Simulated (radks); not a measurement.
The numbers below are computed, except where a source is named.
Q: Valence configurations of neutral lead. Level of theory: scalar-relativistic Kohn-Sham, SCAN, spin-polarised, spherical densities, finite nucleus; open shells are filled with parallel spins first (spin-orbit coupling, left out, can overturn this in heavy ions); meta-GGA in the generalised Kohn-Sham scheme; Fermi nuclear charge, rms radius 5.5012 fm (a radial shooting solver on a logarithmic mesh with Libxc functionals). Order these by energy: [Xe] 4f14 5d8 6s2 6p4; [Xe] 4f13 5d10 6s2 6p3; [Xe] 4f13 5d10 6s0.5 6p4.5; [Xe] 4f13 5d10 6p5; [Xe] 4f13 5d9 6s2 6p4; [Hg] 6p2; [Xe] 4f13 5d8.5 6s2 6p4.5; [Xe] 4f13 5d9 6s0.5 6p5.5; [Xe] 4f14 5d9 6s2 6p3; [Xe] 4f14 5d10 6p4.

A: From the lowest, in eV above it: [Hg] 6p2 0.000; [Xe] 4f14 5d9 6s2 6p3 18.329; [Xe] 4f14 5d10 6p4 18.480; [Xe] 4f14 5d8 6s2 6p4 41.391; [Xe] 4f13 5d10 6s2 6p3 138.35; [Xe] 4f13 5d10 6s0.5 6p4.5 154.64; [Xe] 4f13 5d10 6p5 160.53; [Xe] 4f13 5d9 6s2 6p4 163.61; [Xe] 4f13 5d8.5 6s2 6p4.5 177.21; [Xe] 4f13 5d9 6s0.5 6p5.5 180.92. NIST lists [Hg] 6p2 as the ground configuration; this level of theory agrees among the configurations tried. The energies are those of spherical high-spin densities, not of single terms.
